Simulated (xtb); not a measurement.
Al(AsH2)2(F) (AlAs2FH4), SMILES [F][Al]([AsH2])[AsH2]. All values are semi-empirical tight-binding results from xtb (GFN2-xTB unless named), good for trends rather than for accurate numbers. The structure is a stationary point at GFN2-xTB. The structure was generated by enumeration; whether it is a known compound was not checked.

For metal compounds this method's bond lengths and energies can be far off.

**Question.** Estimate the properties. (The exact figures need the calculation; the answer reports its results.)

**Answer.** 
- point group as xtb finds it = C2
- orbital gap = 3.06 eV
- zero-point energy = 18.4 kcal/mol
- G − E(el) at 298.15 K (modified RRHO) = -3.7 kcal/mol
